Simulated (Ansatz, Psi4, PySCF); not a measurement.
H3O4S (SMILES O=S(=O)(O)[OH2+]), charge +1, singlet, at a GFN2-xTB geometry. Base run: R2SCAN/6-311G** in PySCF.

Geometry (Å):
```xyz
8

O     -0.9293    -1.1011     0.4704
S     -0.3065     0.0658     0.0359
O     -0.2818     1.3099     0.6738
O     -0.1604     0.1362    -1.4819
O      1.5151    -0.4353     0.3263
H      0.0274     0.9931    -1.8823
H      2.0212     0.0689     0.9950
H      1.7061    -1.3921     0.4037
```
Charge +1, spin multiplicity 1.
All else is at PySCF's defaults.

The same geometry, method and basis name were run in Ansatz (a first-principles code) and Psi4 and PySCF, at each program's defaults and at the settings that a row names. The base is PySCF at its defaults. Differences at the defaults can come from grids, fitting, cores and function types together.

| code and settings | ΔE vs base (mEh) | basis functions | E (Eh) | SCF cycles |
|---|---|---|---|---|
| PySCF, defaults (exact integrals, its default grid, spherical functions) | 0.000 | 116 | -700.42521 | 11 |
| Psi4, defaults (density fitting with its default set, its default grid, spherical functions) | … | 116 | … | 10 |
| Ansatz, defaults (factorised integrals, its default grid, Cartesian functions) | -0.516 | 117 | -700.42573 | - |
| PySCF, density fitting with def2-universal-jkfit | … | 116 | … | 11 |
| PySCF, fine grid | -0.022 | 116 | -700.42524 | 11 |
| Psi4, exact integrals, spherical functions, fine grid | -0.044 | 116 | -700.42526 | 12 |
| Ansatz, high accuracy, Cartesian functions as the basis file defines them | -0.512 | 117 | -700.42573 | - |

**Question.** Complete the blanks.

**Answer.** 
- Psi4, defaults (density fitting with its default set, its default grid, spherical functions), ΔE vs base (mEh): 0.106
- Psi4, defaults (density fitting with its default set, its default grid, spherical functions), E (Eh): -700.42511
- PySCF, density fitting with def2-universal-jkfit, ΔE vs base (mEh): -0.120
- PySCF, density fitting with def2-universal-jkfit, E (Eh): -700.42533
